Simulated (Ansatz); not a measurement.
Cr2O2⁻, relaxed as a doublet with UKS PBE-D4/def2-SVPD in Ansatz, starting from the GFN1-xTB geometry. Force threshold 0.02 eV/Å.

The charge -1 doublet is spin-contaminated (final ⟨S²⟩ up to 3.99, 0.75 for a pure state). The highest occupied level of the charge -1 doublet lies above zero (up to 0.98 eV). It is a level of β spin, whose loss leaves a triplet; that state wasn't run at this geometry and level. The electron is either unbound and held by the finite basis, or the level is raised by self-interaction error. The relaxation made no stability test and no search for a lower SCF solution. At PBE-D4/def2-SVPD a quartet of charge -1 lies 0.10 eV below the doublet, each at its own geometry. Another isomer (doublet) lies 0.32 eV lower at PBE0-D4/def2-TZVPD.

Start:

```xyz
4

Cr    0.379    0.257    0.238
Cr   -1.407   -1.082    0.002
O    -0.512   -0.239   -1.112
O     1.540    1.064    0.872
```

Task: Estimate the energy that the relaxation releases and the steps that it takes.

Result: 1.16 eV, in 13 steps; 26 s on 4 threads of Arm Neoverse V2 on a shared host. No frequencies were taken in this run, so the end may be a saddle point.

Task: Does the start keep its bonding?

Result: By distances, no bond broke or formed. The bond that changes most is Cr1–O3, from 1.69 to 1.86 Å (atoms count from 1).

Task: Predict the relaxed structure.

Result: 
```xyz
4

Cr    0.7693   -0.0151    0.1065
Cr   -1.5299   -1.0797    0.0602
O    -0.6124   -0.1423   -1.1335
O     1.3730    1.2371    0.9668
```
Bond lengths (bridged metal pairs left out): 3 × Cr–O 1.63 to 1.86 Å.
